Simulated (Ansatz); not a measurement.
Ideal-gas functions of CHClOSeZn, SMILES `O=C[Se][Zn][Cl]` at 400 K and 1 bar, from an Ansatz frequency run at PBE0-D4/def2-TZVP.

Molar mass 208.82 g/mol, point group Cs (symmetry number 1), electronic degeneracy 1, moments of inertia 105.87, 555.087, 660.957 u Å². Harmonic wavenumbers (cm⁻¹, unscaled): 75, 77, 159, 222, 249, 433, 462, 735, 937, 1327, 1619, 3049.

Use S(trans) = R[1.5 ln M + 2.5 ln T − 1.1517]; rotational temperatures θ = 24.2544 K / I; S(rot) = R[ln(√π/σ · √(T³/θAθBθC)) + 1.5]; for each mode x = 1.438777 ν̃/T, S = R[x/(eˣ − 1) − ln(1 − e⁻ˣ)] and H = RT x/(eˣ − 1); 1 cm⁻¹ = 0.0119627 kJ/mol; R = 8.31446 J/(mol·K).

By hand: the entropy, in J/(mol·K).

Translation 181.6. Rotation: θ = 0.2291, 0.0437, 0.0367 K, giving 124.8. Vibration, mode by mode: 19.23, 19.02, 13.07, 10.40, 9.50, 5.42, 4.99, 2.30, 1.29, 0.41, 0.17, 0.00, in all 85.8. Electronic 0.0. Sum 392.2 J/(mol·K).

By hand: H − E and G − E in kJ/mol, counted from the electronic energy.

Zero-point energy ½ × 9344 × 0.0119627 = 55.9; thermal vibration 16.4; translation, rotation and pV give 4 RT = 13.3. H − E = 85.6 kJ/mol, and G − E = 85.6 − 400 × 392.2/1000 = -71.3 kJ/mol.

Vibration gives 22 % of the entropy, 38.2 J/(mol·K) of it from the modes under 150 cm⁻¹: soft modes count most, and the harmonic formula is weakest for them. The sum counts one conformer and one mirror image; others add a mixing term.
